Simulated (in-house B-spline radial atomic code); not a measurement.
Eu⁺. Computed with a B-spline radial atomic code. Model: all-electron spherical atom, spin shells full or empty, radial basis limit, no spin-orbit coupling, Breit or QED, empty-state partial waves extrapolated as (l+1/2)^-4, RPA, G0W0 and static COHSEX of the highest shell as one setting changes (uncorrelated shells keep exact exchange).

Empty levels are discrete states of a finite basis, so the steps are uneven.

Without the two-electron picture change, core correlation of heavy ions comes too large.

Given: element Eu; charge 1; filled core Xe; hamiltonian one-electron scalar X2C; mean-field start PBE; highest l of empty states 9; nuclear rms radius 5.1115 fm; lowest nl shells left uncorrelated 9; highest mean-field shell 6s up; box radius 23.78 bohr.

Shell: 4f 7 0, 6s 1 0 (electrons up and down).

```tsv
highest empty level kept (hartree)	RPA correlation energy (hartree)	G0W0 level (eV)	G0W0 minus most complete (meV)	COHSEX level (eV)	linearised minus solved G0W0 (meV)
1.33	-0.36529	-11.5	218.4	-12.861	90.7
2.67	-0.50504	-11.582	136	-13.055	93.1
4.67	-0.64485	-11.634	84.3	-13.193	95
8	-0.78232	-11.671	47	-13.301	96.5
13.33	-0.86386	-11.692	26.5	-13.366	97.4
24	?	?	?	?	?
40	-0.96446	-11.714	4.5	-13.445	98.3
80	-0.9814	-11.717	1.4	-13.458	98.5
160	-0.98919	-11.718	0.4	-13.465	98.5
333.33	?	?	?	?	?
800	-0.99164	-11.718	0	-13.467	98.5
2666.7	-0.99167	-11.718	0	-13.467	98.5
```

Question: What follows for highest empty level kept = 333.33?

Answer: RPA correlation energy -0.99129 hartree; G0W0 level -11.718 eV; G0W0 minus most complete 0.1 meV; COHSEX level -13.467 eV; linearised minus solved G0W0 98.5 meV.

Question: What follows for highest empty level kept = 24?

Answer: RPA correlation energy -0.9264 hartree; G0W0 level -11.706 eV; G0W0 minus most complete 12.3 meV; COHSEX level -13.418 eV; linearised minus solved G0W0 98 meV.
